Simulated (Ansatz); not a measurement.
Molecule: C$_{2}$H$_{11}$Si$_{3}$ (charge 0, doublet). It need not be the lowest isomer of its formula. SMILES: C[Si](C)([SiH2])[SiH3]
Structure (B3LYP-D3(BJ)/def2-TZVP (Ansatz, an electronic-structure program) minimum search):
```
Si
C 1 1.8867
H 2 1.0908 1 111.34
H 2 1.0921 3 108.05 1 -121.79
H 2 1.0922 3 108.14 4 -116.60
C 1 1.8905 2 109.77 3 178.47
H 6 1.0908 1 111.34 2 179.82
H 6 1.0918 7 108.08 1 121.78
H 6 1.0930 7 108.16 8 116.90
Si 1 2.3377 2 108.85 3 -59.25
H 10 1.4873 1 114.62 2 175.36
H 10 1.4893 11 108.72 1 -130.39
Si 1 2.3462 2 110.13 3 57.69
H 13 1.4846 1 110.88 2 -55.51
H 13 1.4850 14 108.25 1 121.77
H 13 1.4869 14 108.08 15 116.66
```
Charge 0, spin multiplicity 2.

Wanted: atomisation energy (electronic, to ground-state atoms), in kcal/mol. Correlated levels leave the core frozen unless marked. Open shells are spin-unrestricted. No spin-orbit coupling. No relativistic terms. The coupled-cluster limit lacks core correlation, which all-electron functionals hold. CBS marks a two-point X^-3 extrapolation of the correlation energy; Hartree-Fock from the larger set. [CCSD(T)-MP2]/basis is that difference in the basis named.

```csv
level,program,atomisation energy (kcal/mol)
PBE/def2-TZVPD,Ansatz,1254.4
r2SCAN-D4/def2-TZVPD,Ansatz + dftd4,1266.3
PBE0-D3(BJ)/def2-TZVPD,Ansatz + dftd3,1260.7
BHLYP-D3(BJ)/def2-TZVPD,Ansatz + dftd3,?
r2SCANh/def2-TZVPD,Ansatz,1260.5
r2SCAN0/def2-TZVPD,Ansatz,1256.2
wB97X-V/def2-TZVPD,Ansatz,?
B2GP-PLYP-D3(BJ)/def2-TZVPD,Ansatz + dftd3,1246.1
B2GP-PLYP/def2-TZVPD,Ansatz,1237.1
B2PLYP/def2-TZVPD,Ansatz,1238.3
SCS-MP2/cc-pV(T+d)Z,Ansatz,1234.3
"RI-MP2/CBS(cc-pV(T+d)Z,cc-pV(Q+d)Z)+[CCSD(T)-MP2]/cc-pV(T+d)Z",Ansatz,?
```

Question: Complete the blanks.

Answer: 
- BHLYP-D3(BJ)/def2-TZVPD, atomisation energy (kcal/mol): 1249.1
- wB97X-V/def2-TZVPD, atomisation energy (kcal/mol): 1268.7
- RI-MP2/CBS(cc-pV(T+d)Z,cc-pV(Q+d)Z)+[CCSD(T)-MP2]/cc-pV(T+d)Z, atomisation energy (kcal/mol): 1263.0
